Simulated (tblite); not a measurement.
Species: C9H9 (doublet state).
Numbering: `[CH2:1]=[C:2]1[CH:3]=[CH:4][C:5]=[C:6]1/[CH:7]=[CH:8]/[CH3:9]` (hydrogens: H10, H11 on C1; H12 on C3; H13 on C4; H14 on C7; H15 on C8; H16, H17, H18 on C9)

Structure used (GFN2-xTB), in Å, numbered top down from 1:
```xyz
18
C9H9 angstrom
C     -1.4694    2.0880    0.2475
C     -1.5904    0.7648    0.1747
C     -2.8379    0.0014    0.2277
C     -2.5446   -1.3122    0.1206
C     -1.1200   -1.4268   -0.0004
C     -0.4909   -0.2385    0.0237
C      0.9050    0.0741   -0.0685
C      1.8654   -0.8437   -0.2024
C      3.3187   -0.5381   -0.3008
H     -0.5175    2.5891    0.2027
H     -2.3385    2.7171    0.3567
H     -3.8084    0.4503    0.3344
H     -3.2306   -2.1390    0.1234
H      1.1729    1.1217   -0.0252
H      1.5914   -1.8896   -0.2450
H      3.8631   -1.0260    0.5083
H      3.7224   -0.9193   -1.2394
H      3.5005    0.5330   -0.2495
```

Computed with GFN2-xTB (tblite): harmonic, unscaled wavenumbers at the GFN2-xTB geometry, gas phase. Errors from tens to a few hundred cm⁻¹ against measured bands are possible. One conformer, not necessarily the lowest. Open shells enter through the occupations alone, without spin polarisation, and single modes of such species can be off by tens of per cent.

Harmonic wavenumbers (cm⁻¹): 75.1, 100.2, 118.6, 151.4, 166.4, 293.8, 334.8, 359.7, 387.1, 449.5, 610.8, 616.0, 657.1, 740.8, 751.3, 767.1, 850.2, 851.0, 894.1, 927.8, 966.9, 985.5, 1026.8, 1040.7, 1091.5, 1127.7, 1179.1, 1195.6, 1266.9, 1286.8, 1316.9, 1396.5, 1401.5, 1474.8, 1483.9, 1499.0, 1584.8, 1667.8, 1677.6, 2986.5, 3004.1, 3034.4, 3054.5, 3068.8, 3089.8, 3123.4, 3125.8, 3142.3.

A = 3685, B = 1004, C = 792.6 MHz; mass 117.070 u (most abundant isotopes); point group Cs, symmetry number 1; spin multiplicity 2.

Q: Zero-point energy?

A: ½Σν̃ = 31201 cm⁻¹ = 373.25 kJ/mol.

Q: What is S at 273.15 K and 1 bar for an ideal gas of classical rigid rotors and harmonic oscillators?

A: Translation 166.43, rotation 120.60, vibration 93.39, spin (R ln 2) 5.76: S = 386.2 J/(mol K).

Q: And Cp and H(273.15 K) − H(0)?

A: Cp = 140.15 J/(mol K), of which vibrations give 106.89 (their classical limit is 48 R = 399.1); H(273.15 K) − H(0) = 23.27 kJ/mol without the zero-point energy, 14.18 from vibrations.

Q: How do the functions run with temperature in this model?

A: 
```
T (K)  S (J/(mol K))  Cp (J/(mol K))  H − H(0) (kJ/mol)  G − H(0) (kJ/mol)  ln q(vib)
  100          286.0            72.3               5.04             -23.56       1.14
  200          347.5           109.9              14.13             -55.37       3.33
  300          399.8           151.5              27.18             -92.77       5.60
  500          495.7           226.4              65.36            -182.50      10.27
  800          619.0           297.2             144.90            -350.33      17.15
 1000          688.8           327.2             207.50            -481.26      21.48
```

q(vib) and H(0) count from the zero-point level.

Q: What must be added to the electronic energy to get the Gibbs energy at 273.15 K and 1 bar?

A: ZPE + [H(273.15 K) − H(0)] − T·S = 373.25 + 23.27 − 105.49 = 291.03 kJ/mol.

Q: Which modes carry the vibrational entropy at 273.15 K?

A: 75.1 cm⁻¹: 16.08; 100.2 cm⁻¹: 13.72; 118.6 cm⁻¹: 12.36; 151.4 cm⁻¹: 10.41; 166.4 cm⁻¹: 9.67; 293.8 cm⁻¹: 5.47 J/(mol K); the other 42 give 25.67 together.

Q: Blend soft modes into free rotors: weight 1/[1 + (100 cm⁻¹/ν̃)⁴] for the oscillator and the rest for a rotor with moment μB/(μ + B), μ = h/(8π²ν), B = 10⁻⁴⁴ kg m². What vibrational entropy results?

A: 89.27 J/(mol K) in place of 93.39, which changes −T·S at 273.15 K by +1.13 kJ/mol.

Hindered rotation and anharmonicity are outside this model. Other conformers, if any are populated, would add a mixing term that is left out.
